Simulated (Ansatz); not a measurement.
Reaction (cleavage of the P–Si bond): `P[SiH]1CN1` + `[SeH][SiH2][SeH]` → `P[Se][SiH2][SeH]` + `C1N[SiH2]1`

Isolated molecules relaxed with PBE0-D4/def2-TZVP in Ansatz; ΔE leaves out vibrations. CCSD(T)/CBS adds triple-zeta CCSD(T) − MP2 to the extrapolated MP2 energy (def2 sets, frozen cores). DFT in def2-TZVPP. B3LYP here is the variant with VWN-RPA as its local correlation; programs differ in this. For Se outer-core shells are correlated without core-valence functions, which leaves a few kJ/mol of doubt a bond. Scalar relativity is left out up to krypton. Each species was taken in one conformer, which may not be the lowest.

`P[SiH]1CN1`:

Z-matrix (Å, degrees):
```
Si
C 1 1.830
N 1 1.724 2 49.7
P 1 2.235 2 125.1 3 102.3
H 1 1.484 2 117.0 3 -107.2
H 2 1.090 1 117.6 3 107.6
H 2 1.087 1 123.8 3 -101.2
H 3 1.009 1 125.3 2 -107.8
H 4 1.419 1 92.1 2 -43.5
H 4 1.422 1 93.1 2 -137.4
```

`[SeH][SiH2][SeH]`:

```xyz
7

Se    1.447   -0.834   -1.083
Si    0.267    0.128    0.606
Se   -1.889    0.622    0.080
H     0.471   -1.920   -1.247
H     0.142   -0.757    1.788
H     1.062    1.334    0.941
H    -1.500    1.427   -1.085
```

`P[Se][SiH2][SeH]`:

Z-matrix (Å, degrees):
```
Si
Se 1 2.278
Se 1 2.272 2 108.9
H 1 1.483 2 109.0 3 -122.7
H 1 1.483 2 112.0 3 115.3
P 2 2.272 1 92.9 3 170.5
H 3 1.469 1 92.7 2 -64.4
H 6 1.419 2 96.6 1 131.9
H 6 1.419 2 96.6 1 -133.9
```

`C1N[SiH2]1`:

Cartesian coordinates in Å:
```
C 0.612 0.537 0.475
N 0.549 -0.903 0.083
Si -0.943 -0.103 -0.245
H 0.759 0.701 1.540
H 1.217 1.197 -0.145
H 1.208 -1.197 -0.622
H -1.286 0.308 -1.626
H -2.117 -0.540 0.540
```

```json
{"level": "LDA (SPW92)", "ΔE (kcal/mol)": "3.7", "difference from CCSD(T)/CBS": "2.2"}
{"level": "PBE-D4", "ΔE (kcal/mol)": "2.4", "difference from CCSD(T)/CBS": "0.9"}
{"level": "BLYP-D4", "ΔE (kcal/mol)": "0.8", "difference from CCSD(T)/CBS": "-0.7"}
{"level": "r2SCAN-D4", "ΔE (kcal/mol)": "2.6", "difference from CCSD(T)/CBS": "1.1"}
{"level": "B97M-V", "ΔE (kcal/mol)": "3.6", "difference from CCSD(T)/CBS": "2.1"}
{"level": "PBE0-D4", "ΔE (kcal/mol)": "2.4", "difference from CCSD(T)/CBS": "0.9"}
{"level": "B3LYP-D4", "ΔE (kcal/mol)": "1.0", "difference from CCSD(T)/CBS": "-0.5"}
{"level": "r2SCANh-D4", "ΔE (kcal/mol)": "2.5", "difference from CCSD(T)/CBS": "1.0"}
{"level": "r2SCAN0-D4", "ΔE (kcal/mol)": "2.3", "difference from CCSD(T)/CBS": "0.8"}
{"level": "BHLYP-D4", "ΔE (kcal/mol)": "0.6", "difference from CCSD(T)/CBS": "-0.9"}
{"level": "CAM-B3LYP-D4", "ΔE (kcal/mol)": "1.8", "difference from CCSD(T)/CBS": "0.3"}
{"level": "ωB97X-V", "ΔE (kcal/mol)": "2.2", "difference from CCSD(T)/CBS": "0.7"}
{"level": "ωB97M-V", "ΔE (kcal/mol)": "1.6", "difference from CCSD(T)/CBS": "0.1"}
{"level": "B2PLYP", "ΔE (kcal/mol)": "1.4", "difference from CCSD(T)/CBS": "-0.1"}
{"level": "PBE", "ΔE (kcal/mol)": "2.7", "difference from CCSD(T)/CBS": "1.2"}
{"level": "revPBE", "ΔE (kcal/mol)": "2.6", "difference from CCSD(T)/CBS": "1.1"}
{"level": "BLYP", "ΔE (kcal/mol)": "1.4", "difference from CCSD(T)/CBS": "-0.1"}
{"level": "r2SCAN", "ΔE (kcal/mol)": "2.6", "difference from CCSD(T)/CBS": "1.1"}
{"level": "PBE0", "ΔE (kcal/mol)": "2.6", "difference from CCSD(T)/CBS": "1.1"}
{"level": "B3LYP", "ΔE (kcal/mol)": "1.5", "difference from CCSD(T)/CBS": "0.0"}
{"level": "r2SCANh", "ΔE (kcal/mol)": "2.6", "difference from CCSD(T)/CBS": "1.1"}
{"level": "r2SCAN0", "ΔE (kcal/mol)": "2.4", "difference from CCSD(T)/CBS": "0.9"}
{"level": "BHLYP", "ΔE (kcal/mol)": "1.3", "difference from CCSD(T)/CBS": "-0.2"}
{"level": "CAM-B3LYP", "ΔE (kcal/mol)": "2.1", "difference from CCSD(T)/CBS": "0.6"}
{"level": "LC-ωPBE", "ΔE (kcal/mol)": "3.3", "difference from CCSD(T)/CBS": "1.8"}
{"level": "RPA@PBE/def2-TZVPP", "ΔE (kcal/mol)": "1.6", "difference from CCSD(T)/CBS": "0.1"}
{"level": "HF/def2-SVP", "ΔE (kcal/mol)": "1.9", "difference from CCSD(T)/CBS": "0.4"}
{"level": "MP2/def2-SVP", "ΔE (kcal/mol)": "3.0", "difference from CCSD(T)/CBS": "1.5"}
{"level": "CCSD/def2-SVP", "ΔE (kcal/mol)": "3.4", "difference from CCSD(T)/CBS": "1.9"}
{"level": "CCSD(T)/def2-SVP", "ΔE (kcal/mol)": "3.5", "difference from CCSD(T)/CBS": "2.0"}
{"level": "HF/def2-TZVPP", "ΔE (kcal/mol)": "0.6", "difference from CCSD(T)/CBS": "-0.9"}
{"level": "MP2/def2-TZVPP", "ΔE (kcal/mol)": "1.1", "difference from CCSD(T)/CBS": "-0.4"}
{"level": "SCS-MP2/def2-TZVPP", "ΔE (kcal/mol)": "0.7", "difference from CCSD(T)/CBS": "-0.8"}
{"level": "CCSD/def2-TZVPP", "ΔE (kcal/mol)": "2.2", "difference from CCSD(T)/CBS": "0.7"}
{"level": "CCSD(T)/def2-TZVPP", "ΔE (kcal/mol)": "2.2", "difference from CCSD(T)/CBS": "0.7"}
{"level": "HF/def2-QZVPP", "ΔE (kcal/mol)": "0.5", "difference from CCSD(T)/CBS": "-1.0"}
{"level": "MP2/def2-QZVPP", "ΔE (kcal/mol)": "0.7", "difference from CCSD(T)/CBS": "-0.8"}
{"level": "HF/CBS(def2)", "ΔE (kcal/mol)": "0.4", "difference from CCSD(T)/CBS": "-1.1"}
{"level": "MP2/CBS(def2)", "ΔE (kcal/mol)": "0.4", "difference from CCSD(T)/CBS": "-1.1"}
{"level": "CCSD/CBS(def2)", "ΔE (kcal/mol)": "1.5", "difference from CCSD(T)/CBS": "0.0"}
{"level": "CCSD(T)/CBS", "ΔE (kcal/mol)": "1.5", "difference from CCSD(T)/CBS": "0"}
```

Largest T1 diagnostic among the species: 0.014.

At CCSD(T), def2-SVP lies +2.0 kcal/mol from the extrapolated value and def2-TZVPP +0.7 kcal/mol. Leaving LDA and LC-ωPBE aside and taking each functional with its dispersion term where it has one, the values spread over 3.0 kcal/mol, from BHLYP-D4 to B97M-V. LDA lies +1.0 kcal/mol from PBE without D4.
